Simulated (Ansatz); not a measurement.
Reactions of B2Cl4, SMILES `ClB(Cl)B(Cl)Cl`.

Program: Ansatz. Geometries: PBE0-D4/def2-TZVP. ΔE: electronic, gas phase. CBS: MP2 limit from def2 TZ/QZ plus the TZ coupled-cluster correction, frozen cores. This one scheme is used for every species. Functionals use def2-TZVPP. For Ge outer-core shells are correlated without core-valence functions, which leaves a few kJ/mol of doubt a bond. Scalar relativity is left out up to krypton. Each species was taken in one conformer, which may not be the lowest.

```tsv
reaction	revPBE-D4 (eV)
`ClB(Cl)B(Cl)Cl` + H–F → `FB(Cl)Cl` + `ClBCl`	-1.34
`ClB(Cl)B(Cl)Cl` + H₂ → `ClBCl` + `ClBCl`	-0.16
`ClB(Cl)B(Cl)Cl` + NH₃ → `NB(Cl)Cl` + `ClBCl`	-1.28
`ClB(Cl)B(Cl)Cl` + `[SH][GeH3]` → `Cl[B](Cl)[GeH3]` + `SB(Cl)Cl`	-0.33
`ClB(Cl)B(Cl)Cl` + H₂O → `OB(Cl)Cl` + `ClBCl`	-1.33
```

Q: Give the CCSD(T)/CBS values in the same order. (An estimate is asked.)

A: The calculation gave: -1.44, -0.34, -1.39, -0.34, -1.43 eV.

Largest T1 diagnostic: 0.013, for `ClB(Cl)B(Cl)Cl`.
